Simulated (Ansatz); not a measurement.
Program: Ansatz. Geometries: PBE0-D4/def2-TZVP. ΔE: electronic, gas phase. CCSD(T)/CBS is the MP2 limit (def2-TZVPP, def2-QZVPP) plus CCSD(T) − MP2 in def2-TZVPP, frozen cores. Functionals use def2-TZVPP. Each species was taken in one conformer, which may not be the lowest.

Reaction (redistribution): `FBC[SiH3]` + `N[SiH](F)C[SiH3]` → `F[SiH]([SiH3])C[SiH3]` + `NCBF`

CCSD(T)/CBS gives +180.8 kJ/mol.

Q: Another level gave +157.9 kJ/mol. Which?
A. PBE0-D4/def2-TZVPP
B. HF/def2-TZVPP
C. B2PLYP/def2-TZVPP
D. PBE-D4/def2-TZVPP

A: D. PBE-D4 157.9, B2PLYP 181.5, HF/def2-TZVPP 185.7, PBE0-D4 165.7 kJ/mol.

Largest T1 diagnostic among the species: 0.012.

From PBE to PBE0 (25 % exact exchange), in def2-TZVPP and without D4, ΔE moves by +8.0 kJ/mol.
